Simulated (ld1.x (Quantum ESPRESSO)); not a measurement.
**cobalt (Co), ultrasoft: configuration errors across variants**

ld1.x (Quantum ESPRESSO) 7.5 input, shortened:

```
&input
   title='Co', zed=27., rel=1, dft='PZ', iswitch=3,
   config='[Ar] 3d8 4s1 4p0'
 /
 &inputp
   pseudotype=3, tm=.true., lloc=-2, rcloc=1.00,
   nlcc=.true., new_core_ps=.true.
 /
6
3S  1  0   2.00   0.00  1.05  1.20  0.0
4S  2  0   1.00   0.00  1.05  1.20  0.0
3P  2  1   6.00   0.00  1.20  1.35  0.0
4P  3  1   0.00   0.00  1.20  1.35  0.0
3D  3  2   8.00   0.00  1.00  1.30  0.0
3D  3  2   0.00   0.35  1.00  1.30  0.0
 &test
   configts(1)='3s2 3p6 3d8 4s1 4p0'
 /
```

All-electron excitation energies from the reference (eV): (1) 3s2 3p6 3d7 4s2 4p0 1.239; (2) 3s2 3p6 3d7 4s1 4p0 10.534; (3) 3s2 3p6 3d7 4s0 4p0 27.619; (4) 3s2 3p6 3d7.5 4s1.5 4p0 0.258; (5) 3s2 3p6 3d7 4s0 4p1 15.987; (6) 3s2 3p6 3d6 4s0 4p0 63.807; (7) 3s1 3p6 3d7 4s2 4p0 111.230; (8) 3s2 3p6 3d8 4s1 4p0 spin -1.140; (9) 3s2 3p6 3d7 4s2 4p0 spin -0.745.

Spin tests fill each open shell by Hund’s rule, majority spin first.

The default core radius of the base comes out at 0.37 bohr.

3 further variants failed, have other tests or another functional or relativity, and are left out.

The file “base” misses its own reference levels by 0.9 eV. The file “local potential all-electron potential smoothed inside 1.20 bohr (lloc = -1)” misses its own reference levels by 0.9 eV. The file “core correction Bessel-smoothed model core inside 0.52 bohr” misses its own reference levels by 0.9 eV. The file “wave 3d channel at 0.35 Ry: rcut 1.00, rcutus 1.30 bohr becomes 3d channel at -0.18 Ry: rcut 1.00, rcutus 1.30 bohr” misses its own reference levels by 0.9 eV. The file “waves 3p (bound): rcut 1.20, rcutus 1.56 bohr; 4p (bound): rcut 1.20, rcutus 1.56 bohr” misses its own reference levels by 0.9 eV.

Errors AE − PS in meV (a dash: test not solved or not reliable):

| change | (1) | (2) | (3) | (4) | (5) | (6) | (7) | (8) | (9) | bound ghosts |
| --- | --- | --- | --- | --- | --- | --- | --- | --- | --- | --- |
| base | -2119 | -863 | +1392 | -939 | +190 | +1429 | -4339 | -41 | -2016 | not determined |
| local potential all-electron potential smoothed inside 1.20 bohr (lloc = -1) | -2136 | -876 | +1384 | -946 | +178 | +1360 | -4426 | -40 | -2031 | not determined |
| core correction Bessel-smoothed model core inside 0.52 bohr | -2124 | -867 | +1394 | -943 | +191 | +1426 | -4336 | -34 | -2008 | not determined |
| wave 3d channel at 0.35 Ry: rcut 1.00, rcutus 1.30 bohr becomes 3d channel at -0.18 Ry: rcut 1.00, rcutus 1.30 bohr | -2118 | -862 | +1393 | -939 | +191 | – | – | – | – | not determined |
| waves 3p (bound): rcut 1.20, rcutus 1.56 bohr; 4p (bound): rcut 1.20, rcutus 1.56 bohr | -2127 | -870 | +1384 | -941 | +229 | +1368 | -4436 | -41 | -2023 | not determined |

(1) Give the same row for: all radii but the core radius scaled by about 0.82 (s 0.98, p 1.10, d 1.06 bohr, rcut 0.86/0.98/0.82); local potential all-electron potential smoothed inside 0.82 bohr (lloc = -2).

## Answers

(1) +235, +161, -79, +86, -558, -105, +951, +16, +281; bound ghosts: not determined.
